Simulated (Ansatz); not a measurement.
Ideal-gas functions of `[OH][Mo]([F])([F])([F])([F])[F]` at 500 K and 1 bar, from an Ansatz frequency run at PBE0-D4/def2-TZVP.

Molar mass 207.94 g/mol, point group Cs (symmetry number 1), electronic degeneracy 1, moments of inertia 248.445, 251.087, 255.793 u Å². Harmonic wavenumbers (cm⁻¹, unscaled): 103, 104, 140, 203, 244, 271, 309, 325, 328, 419, 519, 639, 652, 734, 738, 747, 806, 3880.

Use S(trans) = R[1.5 ln M + 2.5 ln T − 1.1517]; rotational temperatures θ = 24.2544 K / I; S(rot) = R[ln(√π/σ · √(T³/θAθBθC)) + 1.5]; for each mode x = 1.438777 ν̃/T, S = R[x/(eˣ − 1) − ln(1 − e⁻ˣ)] and H = RT x/(eˣ − 1); 1 cm⁻¹ = 0.0119627 kJ/mol; R = 8.31446 J/(mol·K).

Problem. By hand: the entropy, in J/(mol·K).

Solution. Translation 186.2. Rotation: θ = 0.0976, 0.0966, 0.0948 K, giving 123.9. Vibration, mode by mode: 18.46, 18.38, 15.93, 12.90, 11.42, 10.59, 9.56, 9.17, 9.10, 7.25, 5.71, 4.33, 4.20, 3.49, 3.46, 3.39, 2.96, 0.00, in all 150.3. Electronic 0.0. Sum 460.4 J/(mol·K).

Problem. By hand: H − E and G − E in kJ/mol, counted from the electronic energy.

Solution. Zero-point energy ½ × 11161 × 0.0119627 = 66.8; thermal vibration 38.2; translation, rotation and pV give 4 RT = 16.6. H − E = 121.6 kJ/mol, and G − E = 121.6 − 500 × 460.4/1000 = -108.6 kJ/mol.

Vibration gives 33 % of the entropy, 52.8 J/(mol·K) of it from the modes under 150 cm⁻¹: soft modes count most, and the harmonic formula is weakest for them. The sum counts one conformer and one mirror image; others add a mixing term.
